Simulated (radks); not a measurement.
Ionisation of the neon ion Ne+, [He] 2s2 2p5, to [He] 2s2 2p4 as the strength of local exchange is varied. Calculated with a radial shooting solver on a logarithmic mesh with Libxc functionals: Dirac Kohn-Sham, Slater X-alpha exchange (alpha = 2/3 is LDA exchange), no correlation, spin-unpolarised, spherical densities, finite nucleus; open shells fill j = l - 1/2 first; Fermi nuclear charge, rms radius 3.0055 fm.

alpha  E(Ne+) (hartree)  exchange (hartree)  IE (eV)  -e of the level emptied (eV)  <r> of it (bohr)
0.584        -125.57338            -9.07056   39.520                28.803 (2p3/2)            0.9043
0.604        -125.88433            -9.40056   40.022                29.260 (2p3/2)            0.9006
0.667        -126.86803           -10.44842   41.624                30.720 (2p3/2)            0.8890
0.723        -127.74777           -11.39046   43.075                32.047 (2p3/2)            0.8791
0.752        -128.20532           -11.88222   43.836                32.744 (2p3/2)            0.8740
0.829        -129.42673           -13.20092   45.887                34.629 (2p3/2)            0.8610

NIST Atomic Spectra Database: 40.963 eV (measured). The Delta-SCF value meets it near alpha = 0.64. Spin polarisation and multiplet splitting are left out, so open shells lie too high by an amount that depends on their filling.

Beside tabulated values, note that spin-unpolarised runs miss the spin-polarisation part of the exchange energy of open shells.
